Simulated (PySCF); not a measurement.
Geometry (Å), atoms numbered from 1 in this order:
```xyz
22

C     2.0641   -1.1757    0.4534
B     1.3953    0.0175   -0.3288
C     2.2859    1.2067   -0.8558
C    -0.1511    0.0534   -0.5499
C    -0.9927   -1.2301   -0.3785
Si   -2.7669   -0.7552    0.0647
N    -2.4290    0.7360    0.9074
Si   -0.8111    1.3452    0.6967
H     1.5530   -1.3541    1.4154
H     3.1383   -1.0478    0.6517
H     1.9308   -2.1091   -0.1231
H     2.9244    1.6095   -0.0507
H     2.9920    0.7968   -1.6019
H     1.7421    2.0377   -1.3298
H    -0.3803    0.5520   -1.5111
H    -0.9334   -1.8668   -1.2765
H    -0.5987   -1.8383    0.4534
H    -3.4589   -1.7574    0.9368
H    -3.6341   -0.5637   -1.1454
H    -3.1240    1.2290    1.4568
H    -0.0341    1.3767    1.9808
H    -0.7621    2.7329    0.1381
```

Geometry: PBE0-D3(BJ)/def2-SVP; GIAO absolute shieldings from PySCF, gas phase, non-relativistic, averaged over equivalent atoms.

At PBE0/pcSseg-1 (220 basis functions, 100 s wall time on 1 thread of an Arm Neoverse N1, shared host):
```csv
atoms,σ (ppm)
C4,151.1
C1/C3,171.4
C5,174.4
B2,16.7
Si6,367.2
Si8,373.1
N7,256.1
H18,26.28
H22,26.31
H19,26.37
H21,26.82
H15,29.08
H17,29.89
H16,30.24
H9/H10/H11/H12/H13/H14,30.42
H20,31.49
```

Question: Estimate the result of repeating the calculation with CAM-B3LYP/pcSseg-1.

Answer: 
```json
{"atoms": "C4", "σ at CAM-B3LYP/pcSseg-1": "150.2", "change": "-0.9"}
{"atoms": "C1/C3", "σ at CAM-B3LYP/pcSseg-1": "169.9", "change": "-1.5"}
{"atoms": "C5", "σ at CAM-B3LYP/pcSseg-1": "173.4", "change": "-1.0"}
{"atoms": "B2", "σ at CAM-B3LYP/pcSseg-1": "11.8", "change": "-4.9"}
{"atoms": "Si6", "σ at CAM-B3LYP/pcSseg-1": "361.4", "change": "-5.8"}
{"atoms": "Si8", "σ at CAM-B3LYP/pcSseg-1": "366.4", "change": "-6.7"}
{"atoms": "N7", "σ at CAM-B3LYP/pcSseg-1": "256.4", "change": "+0.3"}
{"atoms": "H18", "σ at CAM-B3LYP/pcSseg-1": "26.48", "change": "+0.20"}
{"atoms": "H22", "σ at CAM-B3LYP/pcSseg-1": "26.52", "change": "+0.21"}
{"atoms": "H19", "σ at CAM-B3LYP/pcSseg-1": "26.58", "change": "+0.21"}
{"atoms": "H21", "σ at CAM-B3LYP/pcSseg-1": "27.02", "change": "+0.20"}
{"atoms": "H15", "σ at CAM-B3LYP/pcSseg-1": "29.36", "change": "+0.28"}
{"atoms": "H17", "σ at CAM-B3LYP/pcSseg-1": "30.09", "change": "+0.20"}
{"atoms": "H16", "σ at CAM-B3LYP/pcSseg-1": "30.40", "change": "+0.16"}
{"atoms": "H9/H10/H11/H12/H13/H14", "σ at CAM-B3LYP/pcSseg-1": "30.51", "change": "+0.09"}
{"atoms": "H20", "σ at CAM-B3LYP/pcSseg-1": "31.60", "change": "+0.11"}
```

The largest change is at Si8 (silicon bonded to C, N, 2 H, in a 5-membered ring). Cost: 220 basis functions, 110 s wall time on 1 thread of an Arm Neoverse N1, shared host. The order of the carbon signals is the same at both levels.

A carbon bonded to boron is broadened by the quadrupolar boron nucleus and is often missing from a measured spectrum.
